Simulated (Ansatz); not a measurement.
As, quartet. Base run: B3LYP/3-21G (Ansatz, an electronic-structure program).

Input for Ansatz:
Ansatz 0.2 input:
```yaml
crystal:
  periodic: [false, false, false]
  atoms:
    - {symbol: As, position_ang: [0.00000000, 0.00000000, 0.00000000]}
basis:
  gaussian:
    orbitals: 3-21G.json
hamiltonian:
  xc: b3lyp
magnetization: {spin_polarized: true, initial_magnetization: 3}
```
The basis file holds 3-21G in the JSON format of the Basis Set Exchange.

Each row names what was changed in the base input (with any setting that the change needs).

| change | ΔE vs base (µEh) |
|---|---|
| base | 0.0 |
| final_grid = 4, 8, 17 | 4.3 |
| point_charge = charge:1.0 position_ang:-2.6767, 0.9871, 0.9279 | -5733 |
| final_grid = 14, 28, 59 | 0.0 |
| point_charge = charge:0.5 position_ang:1.4476, 2.1315, 1.5365 | -1367 |
| lower_state_search = off | 0.0 |
| final_grid = 10, 20, 41 | 0.0 |
| fitting.mean_field = cc-pVTZ-JKFIT | -770 |
| point_charge = charge:-1.0 position_ang:1.5894, 2.4122, -0.8094 | -5664 |
| final_grid = 6, 12, 29 | 0.0 |
| nuclear_model = gaussian | 7685 |
